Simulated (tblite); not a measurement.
Species: C8H7O (doublet state).
SMILES: `Cc1ccccc1[C]=O`

Level: GFN2-xTB in tblite, geometry and Hessian alike; calculated harmonic values, unscaled, isolated species. Errors from tens to a few hundred cm⁻¹ against measured bands are possible. Open shells enter through the occupations alone, without spin polarisation, and single modes of such species can be off by tens of per cent.

Harmonic wavenumbers (cm⁻¹): 100.6, 115.5, 116.6, 202.5, 276.3, 312.6, 379.9, 413.8, 449.7, 531.5, 591.8, 613.9, 731.2, 736.9, 810.1, 815.7, 889.8, 903.6, 1002.5, 1027.3, 1079.9, 1106.6, 1173.2, 1195.5, 1239.1, 1264.6, 1324.2, 1387.4, 1407.3, 1421.8, 1475.8, 1481.0, 1501.0, 1580.5, 2182.7, 2979.6, 2997.8, 3047.6, 3073.6, 3079.9, 3098.3, 3106.6.

A = 2876, B = 1466, C = 976.8 MHz; mass 119.050 u (most abundant isotopes); point group Cs, symmetry number 1; spin multiplicity 2.

Problem. What is the zero-point energy?

Solution. ½Σν̃ = 26613 cm⁻¹ = 76.09 kcal/mol.

Problem. Entropy at 500 K, 1 bar (ideal gas, RRHO, classical rotation)?

Solution. Translation 42.83, rotation 30.29, vibration 37.80, spin (R ln 2) 1.38: S = 112.3 cal/(mol K).

Problem. And Cp and H(500 K) − H(0)?

Solution. Cp = 49.04 cal/(mol K), of which vibrations give 41.09 (their classical limit is 42 R = 83.5); H(500 K) − H(0) = 14.30 kcal/mol without the zero-point energy, 10.32 from vibrations.

Problem. How do the functions run with temperature in this model?

Solution. 
```
 T (K)  S (cal/(mol K))  Cp (cal/(mol K))  H − H(0) (kcal/mol)  G − H(0) (kcal/mol)  ln q(vib)
   150             73.5              19.9                 1.99                -9.03       1.63
   250             85.8              28.8                 4.43               -17.01       3.52
298.15             91.2              33.1                 5.92               -21.27       4.48
   400            102.2              41.8                 9.74               -31.12       6.56
   600            121.8              55.0                19.51               -53.56      10.71
   900            146.6              67.3                38.02               -93.95      16.69
```

q(vib) and H(0) count from the zero-point level.

Problem. Which modes carry the vibrational entropy at 500 K?

Solution. 100.6 cm⁻¹: 4.46; 115.5 cm⁻¹: 4.19; 116.6 cm⁻¹: 4.17; 202.5 cm⁻¹: 3.09; 276.3 cm⁻¹: 2.49; 312.6 cm⁻¹: 2.26 cal/(mol K); the other 36 give 17.15 together.

Problem. Blend soft modes into free rotors: weight 1/[1 + (100 cm⁻¹/ν̃)⁴] for the oscillator and the rest for a rotor with moment μB/(μ + B), μ = h/(8π²ν), B = 10⁻⁴⁴ kg m². What vibrational entropy results?

Solution. 36.56 cal/(mol K) in place of 37.80, which changes −T·S at 500 K by +0.62 kcal/mol.

Problem. What must be added to the electronic energy to get the Gibbs energy at 500 K and 1 bar?

Solution. ZPE + [H(500 K) − H(0)] − T·S = 76.09 + 14.30 − 56.15 = 34.24 kcal/mol.

Hindered rotation and anharmonicity are outside this model.
